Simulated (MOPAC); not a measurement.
MOPAC input (AM1):

```
AM1 FORCE THERMO(298,298) PRECISE LET CHARGE=-1 GEO-OK AUX(PRECISION=9) THREADS=1
C5H9O

C     2.55634919 1    0.62900682 1   -0.25816383 1
C     1.31079697 1   -0.06479410 1    0.23101426 1
C     0.05188280 1    0.55061201 1   -0.33749321 1
C    -1.17931693 1   -0.27994782 1    0.02711885 1
O    -1.15029091 1   -1.51489205 1   -0.29984284 1
C    -2.20394689 1    0.38503638 1    0.65332081 1
H     2.54148273 1    1.71074921 1    0.02029448 1
H     2.63463610 1    0.55856595 1   -1.37016271 1
H     3.46970933 1    0.16509038 1    0.18740980 1
H     1.33426356 1   -1.15036945 1   -0.05576347 1
H     1.27241605 1   -0.01965339 1    1.35096937 1
H     0.12791703 1    0.58997672 1   -1.45544053 1
H    -0.05523707 1    1.60218598 1    0.03111610 1
H    -2.14775476 1    1.44390459 1    0.90086642 1
H    -3.12162129 1   -0.13190128 1    0.92972105 1
```

Output:

```
 *******************************************************************************
 **                                                                           **
 **                              MOPAC v23.2.5                                **
 **                                                                           **
 *******************************************************************************
 ** MOPAC's Digital Object Identifier: https://doi.org/10.5281/zenodo.6511958 **
 **                                                                           **
 ** Please cite the open-source release paper for use of this MOPAC version:  **
 ** J. E. Moussa and J. J. P. Stewart (2026)                                  **
 ** MOPAC: An open-source semiempirical molecular orbital program             **
 ** J. Open Source Softw., 11(119), 8025, https://doi.org/10.21105/joss.08025 **
 *******************************************************************************

                              AM1 CALCULATION RESULTS

 *******************************************************************************
 *  AM1        - The AM1 Hamiltonian to be used
 *  GEO-OK     - OVERRIDE INTERATOMIC DISTANCE AND OTHER SAFETY CHECKS
 *
 *
 *
 *                 CHARGE ON SYSTEM = -1
 *
 *
 *
 *  LET        - OVERRIDE SOME SAFETY CHECKS
 *  PRECISE    - TIGHTER CRITERIA TO BE USED
 *  FORCE      - FORCE CALCULATION SPECIFIED
 *  AUX        - OUTPUT AUXILIARY INFORMATION
 *  THERMO     - THERMODYNAMIC QUANTITIES TO BE CALCULATED
 *******************************************************************************
AM1 FORCE THERMO(298,298) PRECISE LET CHARGE=-1 GEO-OK AUX(PRECISION=9) THREADS=1
 C5H9O

   ATOM   CHEMICAL          X               Y               Z
  NUMBER   SYMBOL      (ANGSTROMS)     (ANGSTROMS)     (ANGSTROMS)

     1       C          2.55634919  *   0.62900682  *  -0.25816383  *
     2       C          1.31079697  *  -0.06479410  *   0.23101426  *
     3       C          0.05188280  *   0.55061201  *  -0.33749321  *
     4       C         -1.17931693  *  -0.27994782  *   0.02711885  *
     5       O         -1.15029091  *  -1.51489205  *  -0.29984284  *
     6       C         -2.20394689  *   0.38503638  *   0.65332081  *
     7       H          2.54148273  *   1.71074921  *   0.02029448  *
     8       H          2.63463610  *   0.55856595  *  -1.37016271  *
     9       H          3.46970933  *   0.16509038  *   0.18740980  *
    10       H          1.33426356  *  -1.15036945  *  -0.05576347  *
    11       H          1.27241605  *  -0.01965339  *   1.35096937  *
    12       H          0.12791703  *   0.58997672  *  -1.45544053  *
    13       H         -0.05523707  *   1.60218598  *   0.03111610  *
    14       H         -2.14775476  *   1.44390459  *   0.90086642  *
    15       H         -3.12162129  *  -0.13190128  *   0.92972105  *

          CARTESIAN COORDINATES

    NO.       ATOM           X           Y           Z

     1         C          2.5563      0.6290     -0.2582
     2         C          1.3108     -0.0648      0.2310
     3         C          0.0519      0.5506     -0.3375
[...]
 REDUCED MASS        0.2372         C  3 -- H 12         +18.4% ( 42.5%)     95.7%
 EFFECTIVE MASS      1.2309
 FORCE CONSTANT      1.3273

 VIBRATION         36   36A           ATOM PAIR      ENERGY CONTRIBUTION    RADIAL
 FREQUENCY          3099.39         C  3 -- H 13         +27.7% ( 51.8%)     97.5%
 TRANSITION DIPOLE   0.1536         C  2 -- H 11         +24.6% ( 48.8%)     96.8%
 TRAVEL (Ang.)       0.3045         C  2 -- H 10         +23.2% ( 47.3%)     96.5%
 REDUCED MASS        0.2346         C  3 -- H 12         +21.5% ( 45.6%)     95.8%
 EFFECTIVE MASS      1.2634
 FORCE CONSTANT      1.3278

 VIBRATION         37   37A           ATOM PAIR      ENERGY CONTRIBUTION    RADIAL
 FREQUENCY          3149.83         C  1 -- H  8         +34.9% ( 56.9%)     96.9%
 TRANSITION DIPOLE   0.1314         C  1 -- H  7         +33.2% ( 55.5%)     96.7%
 TRAVEL (Ang.)       0.2589         C  1 -- H  9         +30.3% ( 53.0%)     96.2%
 REDUCED MASS        0.3193         C  2 -- H 11          +0.7% (  8.0%)     91.8%
 EFFECTIVE MASS      1.1301
 FORCE CONSTANT      1.8664

 VIBRATION         38   38A           ATOM PAIR      ENERGY CONTRIBUTION    RADIAL
 FREQUENCY          3216.22         C  6 -- H 14         +58.4% ( 78.6%)     98.7%
 TRANSITION DIPOLE   0.2707         C  6 -- H 15         +40.4% ( 65.4%)     97.2%
 TRAVEL (Ang.)       0.1976         C  4 -- C  6          +1.1% ( 11.0%)      0.6%
 REDUCED MASS        0.5367
 EFFECTIVE MASS      1.5534
 FORCE CONSTANT      3.2710

 VIBRATION         39   39A           ATOM PAIR      ENERGY CONTRIBUTION    RADIAL
 FREQUENCY          3257.64         C  6 -- H 15         +59.4% ( 76.1%)     97.6%
 TRANSITION DIPOLE   0.1511         C  6 -- H 14         +39.8% ( 62.3%)     94.7%
 TRAVEL (Ang.)       0.2035         C  4 -- C  6          +0.7% (  8.4%)     96.5%
 REDUCED MASS        0.4998
 EFFECTIVE MASS      1.2562
 FORCE CONSTANT      3.1250

      SYMMETRY NUMBER FOR POINT-GROUP C1  =  1

          SYSTEM IS A GROUND STATE

 C5H9O

          MOLECULE IS NOT LINEAR

          THERE ARE 39 GENUINE VIBRATIONS IN THIS SYSTEM
          THIS THERMODYNAMICS CALCULATION IS LIMITED TO
          MOLECULES WHICH HAVE NO INTERNAL ROTATIONS

                    CALCULATED THERMODYNAMIC PROPERTIES
                                          *
   TEMP. (K)   PARTITION FUNCTION   H.O.F.    ENTHALPY  HEAT CAPACITY ENTROPY
                                   KCAL/MOL   CAL/MOLE    CAL/K/MOL  CAL/K/MOL

 298.00  VIB.     0.1320D+03                  2774.9422    18.5453    19.0152
         ROT.     0.1700D+06                   888.2803     2.9808    26.9143
         INT.     0.2245D+08                  3663.2225    21.5261    45.9295
         TRA.     0.7593D+27                  1480.4672     4.9680    39.2357
         TOT.                      -57.602    5143.6897    26.4941    85.1652

   *: NOTE: HEATS OF FORMATION ARE RELATIVE TO THE
            ELEMENTS IN THEIR STANDARD STATE AT 298K
              (=  Standard Enthalpy of Formation).

            Hvib:  Zero-point energy is not included.
                   frequencies of less than zero cm-1 are not included.
            Hrot = (3/2)RT
            Htra = (3/2)RT + pV = (5/2)RT

            Heat capacity is Cp, not Cv

          For more information, see: HTTP://OpenMOPAC.net/Manual/thermochemistry.html

           FORCE CONSTANT IN CARTESIAN COORDINATES (Millidynes/A)

    ATOM   CHEMICAL       X               Y               Z
   NUMBER   SYMBOL  FORCE CONSTANT  FORCE CONSTANT  FORCE CONSTANT

      1       C        8.735557        8.131483        7.996589
      2       C        9.125102        8.660255        8.197246
      3       C        8.485540        8.600592        8.455418
      4       C       10.088052        7.318657       13.625771
      5       O        2.822614        3.663819        9.413229
      6       C       10.364159        4.551250        9.128749
      7       H        1.347982        1.733386        3.647465
      8       H        1.344623        1.632681        3.761249
      9       H        1.350701        4.712885        0.661442
     10       H        1.302253        1.824111        3.598036
     11       H        1.295090        1.851220        3.582764
     12       H        1.437195        1.999445        3.244350
     13       H        1.086803        1.758585        3.958718
     14       H        1.631515        1.460370        3.753558
     15       H        5.804194        0.400817        0.635298

 **********************
 *                    *
 * JOB ENDED NORMALLY *
 *                    *
 **********************

 == MOPAC DONE ==
```

The dipole moment of an ion depends on the origin.
